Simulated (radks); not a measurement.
Species: In15+. Configuration: [Ar] 3d10 4s2 4p3 4f1 (not the ground configuration).

Method: non-relativistic Kohn-Sham, r2SCAN, spin-polarised, spherical densities, point nucleus; open shells are filled with parallel spins first (spin-orbit coupling, left out, can overturn this in heavy ions); meta-GGA in the generalised Kohn-Sham scheme; relativity is left out, which matters for an element this heavy; computed with a radial shooting solver on a logarithmic mesh with Libxc functionals.

Energy parts (eV):
total: -153875.272
kinetic: 153829.089
electron-nucleus: -353314.206
Hartree: 49510.833
exchange-correlation: -3900.989

Orbitals (lengths in bohr, moments of r in powers of bohr; <r^-3> diverges for s and p1/2):
\begin{tabular}{lrrrrr}
orbital & occ. & eigenvalue (eV) & <r^-3> & <r> & <r^2> \\ \hline
1s up & 1 & -27224.76 & - & 0.03106 & 0.001291 \\
1s down & 1 & -27223.14 & - & 0.03106 & 0.001290 \\
2s up & 1 & -4318.830 & - & 0.1342 & 0.02115 \\
2s down & 1 & -4318.517 & - & 0.1341 & 0.02114 \\
2p up & 3 & -4056.483 & 3807 & 0.1145 & 0.01595 \\
2p down & 3 & -4055.292 & 3805 & 0.1145 & 0.01596 \\
3s up & 1 & -1107.625 & - & 0.3582 & 0.1465 \\
3s down & 1 & -1105.991 & - & 0.3579 & 0.1461 \\
3p up & 3 & -999.6866 & 700.1 & 0.3493 & 0.1413 \\
3p down & 3 & -997.6381 & 700.0 & 0.3489 & 0.1408 \\
3d up & 5 & -801.4902 & 111.2 & 0.3197 & 0.1209 \\
3d down & 5 & -799.4236 & 111.5 & 0.3191 & 0.1203 \\
4s up & 1 & -429.5038 & - & 0.7897 & 0.6982 \\
4s down & 1 & -417.3000 & - & 0.7919 & 0.7027 \\
4p up & 3 & -389.6202 & 166.4 & 0.8092 & 0.7370 \\
4p down & 0 & -377.6382 & 166.3 & 0.8108 & 0.7407 \\
4f up & 1 & -243.6008 & 3.940 & 0.8866 & 0.8943 \\
4f down & 0 & -232.1515 & 4.174 & 0.8695 & 0.8604 \\
\end{tabular}

The highest occupied level is 4f up at -243.60 eV. The configuration is held as typed, so some empty levels lie below it. Virial ratio -V/T = 2.00030. The density falls to 0.001 e/bohr^3 at r = 1.93 bohr. Spin moment in Bohr magnetons: 4. Summed over all electrons, <r^2> = 6.992 bohr^2, which gives a Langevin (diamagnetic) susceptibility term of -5.54 x 10^-6 cm^3/mol.
